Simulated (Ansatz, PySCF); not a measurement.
Members of the series GeXY, Y = hydroxy; each row names its spin state. Gas-phase values, no solvent. One relaxed conformer stands for each flexible species; it need not be the lowest. Strings in code marks are SMILES.

Quantity: adiabatic spin-state energy, in kcal/mol.

Level 1: B3LYP-D3(BJ)/def2-TZVP (PySCF)
Level 2: B3LYP/cc-pVTZ // B3LYP-D3(BJ)/def2-TZVP (Ansatz, a first-principles code)
Level 3: PBE-D3(BJ)/def2-TZVP // B3LYP-D3(BJ)/def2-TZVP (PySCF)
Level 4: B3LYP/6-311+G** (LANL2DZ on Ge) // B3LYP-D3(BJ)/def2-TZVP (PySCF)

```tsv
species	level 1	level 2	level 3	level 4
`C=[CH][Ge][OH]`: multiplicity 3 minus multiplicity 1	46.4	46.3	42.5	43.4
`[OH][Ge][SH]`: multiplicity 3 minus multiplicity 1	58.2	58.0	55.6	53.9
`[BH2][Ge][OH]`: multiplicity 3 minus multiplicity 1	12.0	12.1	7.75	10.8
`[OH][Ge][SiH3]`: multiplicity 3 minus multiplicity 1	31.9	32.0	30.0	30.4
`O=[CH][Ge][OH]`: multiplicity 3 minus multiplicity 1	26.9	26.9	21.9	25.8
`N#[C][Ge][OH]`: multiplicity 3 minus multiplicity 1	57.1	56.8	52.9	52.6
`[NH2][Ge][OH]`: multiplicity 3 minus multiplicity 1	63.5	62.7	60.0	60.7
`[C-]#[N+][Ge][OH]`: multiplicity 3 minus multiplicity 1	68.1	67.6	62.8	63.4
`[OH][Ge][OH]`: multiplicity 3 minus multiplicity 1	70.3	69.9	66.6	65.9
`[OH][GeH]`: multiplicity 3 minus multiplicity 1	45.6	45.1	42.6	41.3
```
